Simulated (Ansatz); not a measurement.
Ansatz (a first-principles code) input (CCSD(T)/def2-SVPD):

Ansatz 0.2 input:
```yaml
crystal:
  periodic: [false, false, false]
  atoms:
    - {symbol: Sn, position_ang: [0.02705705, -0.00874175, -0.00653606]}
    - {symbol: O, position_ang: [1.83072166, -0.59148011, -0.44223963]}
    - {symbol: F, position_ang: [-0.75924037, -0.37420131, 1.63564268]}
    - {symbol: F, position_ang: [-1.01838471, 0.94852667, -1.20622937]}
basis:
  gaussian:
    orbitals: def2-SVPD
total_charge: 1
magnetization: {spin_polarized: true, initial_magnetization: 1}
correlation: {method: ccsd_t, electrons: outside_noble_gas}
output: {forces: true}
```

Output:

```
Functional definition: HF
integrals: 0.24 GiB planned
1089 factors; integrals over basis functions are off by at most 1.1e-4 eV
mean field: 0.53 GiB planned
mean field evaluation 1: about -13231.0352 eV, gradient 4.7e1 eV
mean field evaluation 2: about -13231.1355 eV, gradient 4.7e1 eV
mean field evaluation 4: about -13238.6935 eV, gradient 2.3e0 eV
mean field evaluation 8: about -13238.7717 eV, gradient 3.6e-1 eV
mean field evaluation 16: about -13238.7822 eV, gradient 1.9e-5 eV
mean field evaluation 32: about -13238.7821 eV, gradient 3.2e-2 eV
mean field evaluation 64: about -13238.7660 eV, gradient 2.0e0 eV
mean field evaluation 96: about -13238.6193 eV, gradient 5.0e-3 eV
mean field evaluation 128: about -13235.6314 eV, gradient 9.0e-2 eV
mean field evaluation 160: about -13236.3975 eV, gradient 1.1e-1 eV
mean field evaluation 192: about -13232.0446 eV, gradient 1.2e-3 eV
mean field evaluation 224: about -13236.3979 eV, gradient 4.9e-2 eV
mean field evaluation 256: about -13232.6926 eV, gradient 7.9e-4 eV
mean field evaluation 288: about -13229.2102 eV, gradient 2.6e1 eV
mean field evaluation 320: about -13236.1901 eV, gradient 2.2e0 eV
mean field evaluation 352: about -13232.2377 eV, gradient 1.2e-2 eV
mean field -13238.78218695 eV, -486.5162718016 hartree, gradient 2.0e-6 eV, S^2 0.787427; 9 other end points of the search recorded, 0 dependent functions left out
determinant -13238.78218695 eV, -486.5162718016 hartree, with singles and doubles -13255.93541446 eV, -487.1466412858 hartree
determinant -13238.61933613 eV, -486.5102871444 hartree, with singles and doubles -13255.74016675 eV, -487.1394660647 hartree
determinant -13236.39800585 eV, -486.4286547623 hartree, with singles and doubles -13253.65553180 eV, -487.0628571431 hartree
determinant -13235.63161270 eV, -486.4004903335 hartree, with singles and doubles -13251.59997991 eV, -486.9873170045 hartree
determinant -13238.78218695 eV, -486.5162718016 hartree, with singles and doubles -13255.97966680 eV, -487.1482675291 hartree
determinant -13238.61933613 eV, -486.5102871444 hartree, with singles and doubles -13255.78281213 eV, -487.1410332536 hartree
12 core orbitals not correlated, not the lowest: weight in the atoms' cores, before any rotation towards them, 0.647 or more for the frozen orbitals, at most 0.348 for the correlated occupied ones
reference -13238.78218695 eV, -486.5162718016 hartree; 12, 11 occupied and 77, 78 virtual orbitals, 1089 factors
densities: 1.22 GiB planned
second order -16.91729032 eV of doubles, -0.00000000 eV of singles
coupled cluster: 0.82 GiB planned
cycle   1  -17.19748017 eV  change   -3.2e-7 eV  update   4.4e-6
cycle   2  -17.19748146 eV  change   -1.3e-6 eV  update   2.9e-6
cycle   3  -17.19748191 eV  change   -4.5e-7 eV  update   2.1e-6
cycle   4  -17.19748141 eV  change    5.1e-7 eV  update   4.9e-7
cycle   5  -17.19748137 eV  change    3.9e-8 eV  update   2.8e-7
cycle   6  -17.19748134 eV  change    3.2e-8 eV  update   1.1e-7
cycle   7  -17.19748140 eV  change   -5.9e-8 eV  update   6.9e-8
coupled cluster: 0.82 GiB planned
perturbative correction -0.48624436 eV, -0.0178691508 hartree
the calculation of the forces begins
Total energy: -13256.46591271 eV, -487.1661367368 hartree
Atom 0 at     0.027057    -0.008742    -0.006536 Å, force    -0.013754     0.004444     0.003323 eV/Å
Atom 1 at     1.830722    -0.591480    -0.442240 Å, force     0.911261    -0.294416    -0.220129 eV/Å
Atom 2 at    -0.759240    -0.374201     1.635643 Å, force    -0.379054    -0.210773     0.872748 eV/Å
Atom 3 at    -1.018385     0.948527    -1.206229 Å, force    -0.518452     0.500744    -0.655942 eV/Å
Dipole moment:     0.266562    -0.086122    -0.064392 e Å
```
